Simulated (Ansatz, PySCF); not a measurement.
Pulling on the O3–H4 bond in H2OSn (SMILES [OH][SnH]) (multiplicity 1 held, fragments rigid). Energies count from the point at 0.963 Å.
Geometry at that point (charge 0, multiplicity 1):
```xyz
4

Sn    -0.184    -0.150     0.195
H     -1.455     0.015    -1.072
O      1.215     0.799    -0.869
H      0.926     1.103    -1.736
```

Unrestricted levels (U-) break spin symmetry where that is lower. Active spaces are followed from a long bond inwards. Levels need not reach the same state.

Cores are frozen in the correlated methods. Filled d and f shells under p-block atoms count as core. Rows in 3-21G, LANL2DZ carry no dispersion term and start afresh at each structure; the Pople sets are all-electron and without relativity. LANL2DZ brings its own core potentials from Na on.

Programs: Ansatz (a first-principles code) with Gaussian orbitals; PySCF for 3-21G rows, LANL2DZ rows. Each number belongs to the level named beside it. In def2 rows elements past Kr take small-core potentials, without spin–orbit coupling.

Other levels give for the energy at R = 3.082 Å: U-PBE/def2-TZVPP 107.50; U-B3LYP/def2-TZVPP 111.74; U-wB97X-V/def2-TZVPP 115.18; FIC-MRCISD+Q on CASSCF(4,3)/def2-TZVPP 115.64 kcal/mol.

Common cheap choices:

```
level            energy at R = 3.082 Å (kcal/mol)
---------------  --------------------------------
R-HF/3-21G                                 210.30
U-HF/LANL2DZ                                77.66
R-B3LYP/LANL2DZ                            148.40
U-B3LYP/LANL2DZ                            105.58
```

Doubts at one or more of the structures used: a restricted determinant that unrestricted orbitals would lower (R-HF/3-21G); a spin-contaminated determinant (U-HF/LANL2DZ, U-B3LYP/LANL2DZ, U-PBE/def2-TZVPP, U-B3LYP/def2-TZVPP, U-wB97X-V/def2-TZVPP); active orbitals that take no part (FIC-MRCISD+Q on CASSCF(4,3)/def2-TZVPP).
